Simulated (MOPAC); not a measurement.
MOPAC input (AM1):

```
AM1 1SCF UHF MS=0.5 GEO-OK AUX(PRECISION=9) THREADS=1
C2H8BN2

C    -1.66959500 1   -1.01952100 1   -0.11564800 1
C    -0.62773600 1   -0.39468000 1    0.82701000 1
B     0.52083500 1    0.36793800 1    0.02135800 1
N     0.26486900 1    1.71474600 1   -0.40645000 1
N     1.68479500 1   -0.31553700 1   -0.37289700 1
H    -2.16129600 1   -0.25360800 1   -0.71729900 1
H    -1.20562500 1   -1.72886200 1   -0.80430500 1
H    -2.44142300 1   -1.55490200 1    0.44184400 1
H    -1.13173900 1    0.28663900 1    1.51763600 1
H    -0.16966100 1   -1.17739000 1    1.44191200 1
H     0.38580000 1    2.45724800 1    0.28011000 1
H     1.85225600 1   -1.27887900 1   -0.13989100 1
H     2.40385100 1    0.10080300 1   -0.93953900 1
```

From the output:

```
                                                       MOPAC v23.2.5 Linux

          FINAL HEAT OF FORMATION =        -20.85196 KCAL/MOL =     -87.24458 KJ/MOL

          COSMO AREA              =        122.24 SQUARE ANGSTROMS
          COSMO VOLUME            =        108.76 CUBIC ANGSTROMS

          IONIZATION POTENTIAL    =          9.956327 EV
          ALPHA SOMO LUMO (EV)    =        -10.317  2.463
          BETA  SOMO LUMO (EV)    =         -9.956  0.901
          NO. OF ALPHA ELECTRONS  =         15
          NO. OF BETA  ELECTRONS  =         14
          MOLECULAR WEIGHT        =         70.9086         POINT GROUP:  C1

          MOLECULAR DIMENSIONS (Angstroms)

            Atom       Atom       Distance
            H    13    H     8     5.30342
            H    11    H    12     4.02562
            H     6    H    10     2.62312

          SCF CALCULATIONS        =          1

   ATOM   CHEMICAL          X               Y               Z
  NUMBER   SYMBOL      (ANGSTROMS)     (ANGSTROMS)     (ANGSTROMS)

     1       C         -1.66959500  *  -1.01952100  *  -0.11564800  *
     2       C         -0.62773600  *  -0.39468000  *   0.82701000  *
     3       B          0.52083500  *   0.36793800  *   0.02135800  *
     4       N          0.26486900  *   1.71474600  *  -0.40645000  *
     5       N          1.68479500  *  -0.31553700  *  -0.37289700  *
     6       H         -2.16129600  *  -0.25360800  *  -0.71729900  *
     7       H         -1.20562500  *  -1.72886200  *  -0.80430500  *
     8       H         -2.44142300  *  -1.55490200  *   0.44184400  *
     9       H         -1.13173900  *   0.28663900  *   1.51763600  *
    10       H         -0.16966100  *  -1.17739000  *   1.44191200  *
    11       H          0.38580000  *   2.45724800  *   0.28011000  *
    12       H          1.85225600  *  -1.27887900  *  -0.13989100  *
    13       H          2.40385100  *   0.10080300  *  -0.93953900  *

                             CARTESIAN COORDINATES

   1    C       -1.669595000    -1.019521000    -0.115648000
   2    C       -0.627736000    -0.394680000     0.827010000
   3    B        0.520835000     0.367938000     0.021358000
   4    N        0.264869000     1.714746000    -0.406450000
   5    N        1.684795000    -0.315537000    -0.372897000
   6    H       -2.161296000    -0.253608000    -0.717299000
   7    H       -1.205625000    -1.728862000    -0.804305000
   8    H       -2.441423000    -1.554902000     0.441844000
   9    H       -1.131739000     0.286639000     1.517636000
  10    H       -0.169661000    -1.177390000     1.441912000
  11    H        0.385800000     2.457248000     0.280110000
  12    H        1.852256000    -1.278879000    -0.139891000
  13    H        2.403851000     0.100803000    -0.939539000

           Empirical Formula: C2 H8 N2 B  =    13 atoms

      MOLECULAR POINT GROUP   :   C1

          ALPHA EIGENVALUES
 -34.82123 -32.28251 -31.24677 -24.15248 -19.36752 -17.08267 -15.78621 -14.53371
 -14.26060 -13.41963 -12.40625 -11.83279 -11.63787 -10.58204 -10.31699   2.46274
   2.55586   4.19374   4.44637   4.62694   4.77541   5.04340   5.16837   5.25579
   5.51208   5.87476   7.30691   7.65155

           BETA EIGENVALUES
 -34.53886 -32.23443 -29.26345 -24.02488 -19.18300 -17.01919 -15.47940 -14.43385
 -14.05193 -13.19724 -11.96728 -11.67199 -11.08718  -9.95633   0.90108   2.54366
   2.76422   4.31913   4.54177   4.74744   4.84440   5.14844   5.18739   5.37259
   5.52514   6.12160   7.48032   7.88942

              NET ATOMIC CHARGES AND DIPOLE CONTRIBUTIONS

  ATOM NO.   TYPE          CHARGE      No. of ELECS.   s-Pop       p-Pop
    1          C          -0.192843        4.1928     1.21478     2.97806
    2          C          -0.209876        4.2099     1.22822     2.98165
    3          B           0.149337        2.8507     1.14457     1.70609
    4          N          -0.243841        5.2438     1.73879     3.50505
    5          N          -0.423984        5.4240     1.45564     3.96834
    6          H           0.077945        0.9221     0.92205
    7          H           0.067037        0.9330     0.93296
    8          H           0.066097        0.9339     0.93390
    9          H           0.077258        0.9227     0.92274
   10          H           0.071248        0.9288     0.92875
   11          H           0.157013        0.8430     0.84299
   12          H           0.204067        0.7959     0.79593
   13          H           0.200542        0.7995     0.79946
 DIPOLE           X         Y         Z       TOTAL
 POINT-CHG.     0.783    -0.505     0.363     1.000
 HYBRID         0.625    -0.315     0.736     1.016
 SUM            1.408    -0.820     1.099     1.965

          ATOMIC ORBITAL ELECTRON POPULATIONS

     Atom    s        px        py        pz
    1  C   1.21478   0.97874   1.00638   0.99294
    2  C   1.22822   0.98838   1.00463   0.98864
    3  B   1.14457   0.60642   0.67081   0.42885
    4  N   1.73879   1.08137   1.09259   1.33110
    5  N   1.45564   1.25568   1.15568   1.55698
    6  H   0.92205
    7  H   0.93296
    8  H   0.93390
    9  H   0.92274
   10  H   0.92875
   11  H   0.84299
   12  H   0.79593
   13  H   0.79946

                    (SZ)    =    0.500000
                    (S**2)  =    0.755261

          ATOMIC ORBITAL SPIN POPULATIONS

    Atom   Total    s     px     py     pz
         Atomic
    1  C -0.0038 -0.001 -0.001 -0.001 -0.001
    2  C  0.0446  0.007  0.014  0.012  0.011
    3  B -0.0681 -0.013 -0.019 -0.026 -0.009
    4  N  1.0349  0.031  0.817  0.057  0.130
    5  N  0.0242  0.008  0.005  0.007  0.004
    6  H  0.0003  0.000
    7  H  0.0003  0.000
    8  H  0.0010  0.001
    9  H -0.0026 -0.003
   10  H  0.0013  0.001
   11  H -0.0344 -0.034
   12  H  0.0008  0.001
   13  H  0.0014  0.001

 **********************
 *                    *
 * JOB ENDED NORMALLY *
 *                    *
 **********************

 == MOPAC DONE ==
```

The geometry given is a B3LYP-D3(BJ)/def2-TZVP minimum.
